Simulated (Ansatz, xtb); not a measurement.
## A geometry optimisation of C2H2Al2F with r2SCAN-D4/def2-SVP

The starting geometry of this gas-phase doublet was built from a drawn formula by distance geometry and a force field; its bonds are those of `F[C]12[AlH][C]1[AlH]2`.

```xyz
7

C    -0.0141    1.2474   -0.1165
C    -0.8586    0.0164   -0.3164
Al    1.0271   -0.3593   -0.4513
Al   -1.5686    1.5560   -1.3220
F    -0.1621    1.6325    1.2380
H     2.2749   -0.9994   -1.3402
H    -2.0426    2.2061   -2.7602
```

**Question.** Where would you expect an optimisation with r2SCAN-D4/def2-SVP to take it?

**Answer.** It keeps its bonds, and is `F[C]12[AlH][C]1[AlH]2`.

The energy falls by 0.84 eV over 15 steps:

| step | E − E(last) (eV) |
| --- | --- |
| 1 | 0.836 |
| 3 | 0.193 |
| 4 | 0.160 |
| 6 | 0.084 |
| 7 | 0.023 |
| 9 | 0.004 |
| 10 | 0.001 |
| 12 | 0.000 |
| 13 | 0.000 |
| 15 | 0.000 |

Final geometry (Å):

```tsv
atom	x (Å)	y (Å)	z (Å)
C	0.0498	1.1509	-0.0370
C	-0.7930	0.0031	-0.5354
Al	1.0788	-0.2879	-0.6851
Al	-1.4967	1.4377	-1.4172
F	-0.2756	1.8169	1.1284
H	2.3224	-1.1750	-1.0585
H	-2.2297	2.3541	-2.4638
```

From the same start GFN2-xTB reaches the same bonding as this run.

The end wasn't checked by frequencies. Open shells are spin-unrestricted. Run with Ansatz 0.2.0, 110 s on 2 threads of Intel(R) Xeon(R) Processor @ 2.70GHz, on a shared host.
